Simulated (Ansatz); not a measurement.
Species: ZnI (charge 0, doublet). The spin state was set by rule; other spins were not relaxed. 
Structure (B3LYP-D3(BJ)/def2-TZVP (Ansatz, a quantum-chemistry and plane-wave program) minimum search):
```xyz
2

Zn     0.0000     0.0000    -1.6289
I      0.0000     0.0000     0.9220
```
Charge 0, spin multiplicity 2.

Basis-set convergence of Hartree-Fock and CCSD correlation energies (hartree) with Ansatz. Cores are frozen in the correlated levels unless marked. Open shells are spin-unrestricted. No spin-orbit coupling. Frozen are the shells of the preceding noble gas and the d and f shells that filled before the atom's block. Past Kr the def2 sets carry scalar-relativistic core potentials.

```json
[
 {"basis": "def2-SVP", "functions": "57", "E(HF)": "-2074.25498", "E(corr, CCSD)": "-0.36449"},
 {"basis": "def2-TZVPP", "functions": "114", "E(HF)": "-2074.51161", "E(corr, CCSD)": "-0.57988"},
 {"basis": "def2-QZVPP", "functions": "182", "E(HF)": "-2074.55385", "E(corr, CCSD)": "-0.63117"}
]
```

Extrapolating the two largest sets (X = 3 and 4) as X^-3: E(corr) = (64·(-0.63117) - 27·(-0.57988))/37 = -0.6686 Eh, an estimate of the basis-set limit. The largest set recovers 94.4 % of it, the smallest 54.5 %.
